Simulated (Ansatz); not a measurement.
Basis-set extrapolation for `NB(N)F` (PBE0-D4/def2-TZVP geometry, frozen core, the Gaussian-basis code of Ansatz). Multiplicity 1, RHF reference.

```json
{"": "HF", "def2-TZVPP": "-235.616830", "def2-QZVPP": "-235.628143"}
{"": "MP2 correlation", "def2-TZVPP": "-0.771256", "def2-QZVPP": "-0.833447"}
{"": "CCSD(T) correlation", "def2-TZVPP": "-0.817268", "def2-QZVPP": "not run"}
```

Energies in hartree. Use E(X) = E(∞) + A·exp(−7.88·√X) for Hartree–Fock and E(X) = E(∞) + B·X^(−2.97) for correlation, with X = 3 and 4, and add CCSD(T) minus MP2 of the smaller set to the MP2 limit.

Q: What is the CCSD(T) energy at the basis-set limit?

A: HF limit: -235.628143 + (-0.011313) × 0.13774 = -235.62970. MP2 limit: -0.833447 + (-0.062191) × 0.74074 = -0.87951. Higher-order term: -0.817268 − (-0.771256) = -0.04601. Total: -236.55522 hartree, 318.0 kJ/mol below CCSD(T)/def2-TZVPP.
